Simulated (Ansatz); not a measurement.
CH₅ISn⁺, that is SnH2MeI with one electron fewer. Total charge 1; doublet. Geometry PBE0-D4/def2-SVP, that of the neutral singlet; atoms count from 1.

Cartesian coordinates in Å:
```
Sn 0.615 -0.131 0.721
H 2.111 -0.866 0.331
H -0.030 -0.763 2.176
C -0.784 -0.176 -0.900
H -1.006 -1.217 -1.174
H -0.355 0.347 -1.766
H -1.712 0.328 -0.596
I 1.160 2.478 1.207
```

In the def2 sets I, Sn take a core potential; there is no spin–orbit coupling.

(1) Estimate the Mulliken populations from the PBE0/def2-TZVP orbitals of Ansatz.

(2) Where does the spin sit?

(3) And the Mayer bond orders between bonded heavy atoms (over 0.3)?

Results:

(1) 
| atom | charge (e) | spin (α − β) |
| --- | --- | --- |
| Sn1 | 0.50 | -0.05 |
| H2 | 0.06 | 0.02 |
| H3 | 0.06 | 0.02 |
| C4 | -0.56 | 0.15 |
| H5 | 0.21 | 0.00 |
| H6 | 0.20 | 0.00 |
| H7 | 0.20 | 0.00 |
| I8 | 0.33 | 0.86 |
Mulliken values and Mayer orders depend strongly on the basis.

(2) Summed by element: Sn -0.05, H 0.04, C 0.15, I 0.86, of 1 unpaired in all. Largest on single atoms: I8 0.86, C4 0.15, Sn1 -0.05.

(3) Sn1–C4 0.90 (2.14 Å); Sn1–I8 0.84 (2.71 Å).
